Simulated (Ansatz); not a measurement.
`[OH][Hf]([F])([F])[I]` + HBr → `[OH][Hf]([F])([F])[Br]` + HI  (ligand exchange at the Hf–I bond)

Gas-phase electronic energies from Ansatz, PBE0-D4/def2-TZVP geometries. CCSD(T)/CBS is the MP2 limit (def2-TZVPP, def2-QZVPP) plus CCSD(T) − MP2 in def2-TZVPP, frozen cores. Functionals use def2-TZVPP. def2 core potentials past Kr. For Br, Hf, I outer-core shells are correlated without core-valence functions, which leaves a few kJ/mol of doubt a bond. Scalar relativity is left out up to krypton. Each species was taken in one conformer, which may not be the lowest.

```tsv
level	ΔE (kJ/mol)
BLYP-D4	-14.3
SCS-MP2/def2-TZVPP	-10.1
```

Question: What does CCSD(T)/CBS give? (An estimate is asked.)

Answer: The calculation gave: -11.0 kJ/mol. The listed levels differ from it by -3.3, 0.9 kJ/mol.

Question: What do rigid-rotor, harmonic-oscillator terms from PBE0-D4/def2-TZVP frequencies (298.15 K, 1 bar) make of the CCSD(T)/CBS value? (Best estimate.)

Answer: The calculation gave: ΔZPE = -1.5 kJ/mol, ΔH = -12.8 kJ/mol, ΔS = 0 J/(mol·K), ΔG = -12.7 kJ/mol.

Largest T1 diagnostic among the species: 0.014.

Leaving LDA and LC-ωPBE aside and taking each functional with its dispersion term where it has one, the values, not all of them listed here, spread over 7.7 kJ/mol, from B97M-V to PBE-QIDH. At CCSD(T), def2-SVP lies −4.8 kJ/mol from the extrapolated value and def2-TZVPP −0.9 kJ/mol.

CCSD(T)/CBS has its own doubt, a few kJ/mol and more with outer-core shells, so smaller differences from it don't rank the levels.
